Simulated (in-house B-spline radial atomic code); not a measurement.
Values are calculated unless marked as measured or tabulated.
S ion on Ge atom: potential, deflection and energy transfer

The pair potential comes from two frozen, spherical free-atom densities (PBE, B-spline radial code, scalar-relativistic past argon): electrostatics plus the change in Thomas-Fermi kinetic and Dirac exchange energy where they overlap, the recipe behind the universal ZBL potential, which averages such potentials (from solid-state densities) over many pairs. It is written V = (Z1 Z2 e²/r) φ(r/a), with e² = 14.3996 eV·Å and a = 0.46850 Å/(Z1^0.23 + Z2^0.23); ZBL's fit is φ = 0.18175 e^(−3.1998x) + 0.50986 e^(−0.94229x) + 0.28022 e^(−0.4029x) + 0.02817 e^(−0.20162x). Where φ falls below 4e-4 it is continued as an exponential.

Masses 32.06 and 72.63 u.

```
x = r/a  φ, this pair    φ, ZBL
    0.1        0.8939    0.8928
    0.5        0.6261    0.6096
    1.5        0.3146    0.2995
      3        0.1361    0.1292
      5       0.05409   0.05224
      8       0.01796   0.01705
     12      0.005371   0.00474
     17      0.001148  0.001212
```

Problem. At x = 1 the electrostatic, kinetic and exchange parts are 19930.68, 8494.85 and -332.75 eV. Find r, V and φ.

Solution. a = 0.46850/(1.8921 + 2.2191) = 0.11396 Å, so r = 0.11396 Å. V = 19930.68 + 8494.85 + (-332.75) = 28092.78 eV. The bare repulsion is 16 × 32 × 14.3996/0.11396 = 64697 eV, so φ = 0.4342, +4.3 % against ZBL's 0.4164. The kinetic (Pauli) term is 30 % of V here.

Problem. The ion comes in at 0.9326 keV with impact parameter 0.5698 Å. The scattering integral gives a centre-of-mass angle of 53.46° and a closest approach of 6.617 a. What are the reduced energy, the energy passed on and the laboratory angles?

Solution. ε = E a M2/(Z1 Z2 e² (M1 + M2)) = 932.6 × 1.0723e-05 = 0.01. The most that one collision can pass on is γE with γ = 4 M1 M2/(M1 + M2)² = 0.8498. Here T = γE sin²(θ/2) = 0.8498 × 932.6 × 0.2023 = 160.3 eV. The ion turns by arctan(sin θ/(cos θ + M1/M2)) = 37.8°, and the struck atom leaves at (180° − θ)/2 = 63.3°. The closest approach is 0.754 Å. With ZBL the angle would be 53.59° and T = 161.1 eV.
